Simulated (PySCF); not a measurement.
## Radial density of Zr²³⁺ (zirconium, charge +23)

MN15, [Ne] 3s2 3p5, 2P determinant. Calculation: PySCF 2.14, in an even-tempered Gaussian basis (17 s from 2.5 bohr⁻², ratio 2.5; 11 p from 3.2 bohr⁻², ratio 2.5; 5 d from 17 bohr⁻², ratio 2.7; 4 f from 25 bohr⁻², ratio 2.7); the non-relativistic Hamiltonian (point nucleus).

```json
{"r (bohr)": "0.000531", "4πr²ρ (e/bohr)": "0.1548", "4πr²(ρα − ρβ)": "0.0000"}
{"r (bohr)": "0.000893", "4πr²ρ (e/bohr)": "0.4251", "4πr²(ρα − ρβ)": "-0.0001"}
{"r (bohr)": "0.00150", "4πr²ρ (e/bohr)": "1.143", "4πr²(ρα − ρβ)": "-0.0002"}
{"r (bohr)": "0.00253", "4πr²ρ (e/bohr)": "2.972", "4πr²(ρα − ρβ)": "-0.0004"}
{"r (bohr)": "0.00425", "4πr²ρ (e/bohr)": "7.296", "4πr²(ρα − ρβ)": "-0.0007"}
{"r (bohr)": "0.00715", "4πr²ρ (e/bohr)": "16.28", "4πr²(ρα − ρβ)": "-0.0004"}
{"r (bohr)": "0.0120", "4πr²ρ (e/bohr)": "31.04", "4πr²(ρα − ρβ)": "0.0072"}
{"r (bohr)": "0.0202", "4πr²ρ (e/bohr)": "46.05", "4πr²(ρα − ρβ)": "0.0539"}
{"r (bohr)": "0.0340", "4πr²ρ (e/bohr)": "48.03", "4πr²(ρα − ρβ)": "0.2545"}
{"r (bohr)": "0.0572", "4πr²ρ (e/bohr)": "42.84", "4πr²(ρα − ρβ)": "0.7716"}
{"r (bohr)": "0.0963", "4πr²ρ (e/bohr)": "56.60", "4πr²(ρα − ρβ)": "0.9951"}
{"r (bohr)": "0.162", "4πr²ρ (e/bohr)": "43.46", "4πr²(ρα − ρβ)": "0.0568"}
{"r (bohr)": "0.272", "4πr²ρ (e/bohr)": "20.22", "4πr²(ρα − ρβ)": "1.8684"}
{"r (bohr)": "0.458", "4πr²ρ (e/bohr)": "17.99", "4πr²(ρα − ρβ)": "2.4707"}
{"r (bohr)": "0.771", "4πr²ρ (e/bohr)": "1.189", "4πr²(ρα − ρβ)": "0.1656"}
{"r (bohr)": "1.30", "4πr²ρ (e/bohr)": "0.003195", "4πr²(ρα − ρβ)": "0.0005"}
```

A non-relativistic calculation at this Z misses sizeable relativistic shifts. Spin-orbit coupling, absent here, splits the open shell strongly.
